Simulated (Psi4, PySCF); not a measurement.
The PySCF input:
```python
from pyscf import gto, scf, dft

mol = gto.Mole()
mol.atom = '''
    B     0.00000000    0.00000000    0.00000000
'''
mol.basis = '6-31g**'
mol.spin = 1
mol.verbose = 3
mol.build()

mf = dft.UKS(mol)
mf.xc = 'b3lyp'
mf.grids.atom_grid = (99, 590)
mf.grids.prune = None
mf.kernel()
```

Question: Convert this to an input for Psi4.

Answer: This is not unique; one that fits is 
```
memory 2 GB

molecule {
0 2
  B     0.00000000    0.00000000    0.00000000
}

set basis 6-31g**
set reference uks
set scf_type pk
set puream true
set d_convergence 1e-8
set dft_radial_points 99
set dft_spherical_points 590

energy('b3lyp')
print_variables()
```

Both were run: PySCF gave -24.653835 Eh and Psi4 -24.653835 Eh, 0.000 mEh apart.
